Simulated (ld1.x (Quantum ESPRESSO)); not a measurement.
Se (Z = 34): excitation energies, all-electron against TM

- Element: selenium
- Generator: ld1.x (Quantum ESPRESSO) 7.5
- Type: norm-conserving Troullier–Martins (Kleinman–Bylander form)
- Functional: revPBE
- Relativity: scalar-relativistic
- Frozen core: [Ar]
- Valence charge: 16
- Reference configuration: 3d10 4s2 4p2 (charge +2)
- Partial waves: 4s (bound): rc 1.40 bohr; 4p (bound): rc 1.70 bohr; 3d (bound): rc 1.15 bohr
- Local potential: all-electron potential smoothed inside 1.80 bohr (lloc = -1)
- Core correction: none

Energies are relative to the spin-unpolarised reference configuration 3d10 4s2 4p2; without spin polarisation the order of configurations can differ from experiment.

```csv
valence configuration,charge,ΔE all-electron (eV),error AE − PS (meV)
3d10 4s2 4p4,0,-31.107,+16
3d10 4s2 4p3,+1,-20.301,+6.9
3d10 4s0 4p6,0,-9.199,-3.6
3d9 4s2 4p4,+1,32.923,-722
3d9 4s2 4p5,0,20.540,-817
3d10 4s1 4p5,0,-20.249,+6.5
```

What are ΔE and the potential's error for 3d10 4s2 4p1?

ΔE = 30.798 eV all-electron; the error (AE − PS) is +1.2 meV.

Levels in the configuration 3d10 4s2 4p4:

```
level  all-electron (eV)  pseudo (eV)
   3d            -53.065      -53.294
   4s            -17.228      -17.244
   4p             -6.472       -6.480
```
